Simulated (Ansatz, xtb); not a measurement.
## A geometry optimisation of BGe2H4 with r2SCAN-D4/def2-SVP

The starting geometry of this gas-phase doublet was built from a drawn formula by distance geometry and a force field; its bonds are those of `[BH]1[GeH][GeH2]1`.

```xyz
7

B    -1.9161   -2.2797    1.1421
Ge   -0.9238   -2.7045   -0.6899
Ge   -0.2043   -1.1072    0.6544
H    -2.7830   -2.5087    1.8867
H    -1.7843   -2.1467   -1.8187
H     1.0068   -1.4366    1.5645
H    -0.5831    0.3646    0.2700
```

Question: Predict what it relaxes into with r2SCAN-D4/def2-SVP.

Answer: A new bond forms, giving a structure with H5 bridging B1 and Ge2, given below by its coordinates. Distances that change by over a tenth: Ge2–Ge3 (2.21 → 2.46 Å), Ge2–H5 (1.53 → 1.86 Å). Contacts that close: B1–H5 (2.97 → 1.31 Å).

The energy falls by 1.28 eV over 25 steps:

| step | E − E(last) (eV) |
| --- | --- |
| 1 | 1.279 |
| 4 | 0.801 |
| 6 | 0.789 |
| 9 | 0.784 |
| 12 | 0.784 |
| 14 | 0.783 |
| 17 | 0.720 |
| 20 | 0.049 |
| 22 | 0.003 |
| 25 | 0.000 |

Final geometry (Å):

```xyz
7

B    -1.8880   -2.3696    0.5713
Ge   -0.6254   -3.0401   -0.8035
Ge   -0.1623   -1.0613    0.5809
H    -2.8072   -2.3317    1.3454
H    -2.2510   -2.1445   -0.6687
H     0.9288   -1.3155    1.6287
H    -0.3828    0.4441    0.3551
```

From the same start GFN2-xTB ends elsewhere, differing in B1–Ge3 (2.59 against 2.17 Å here), Ge2–H5 (2.78 against 1.86 Å here).

No frequencies were run, so the end isn't proven a minimum. Open shells are spin-unrestricted. Run with Ansatz 0.2.0, 3.3 min on 2 threads of Arm Neoverse V2 (shared host).
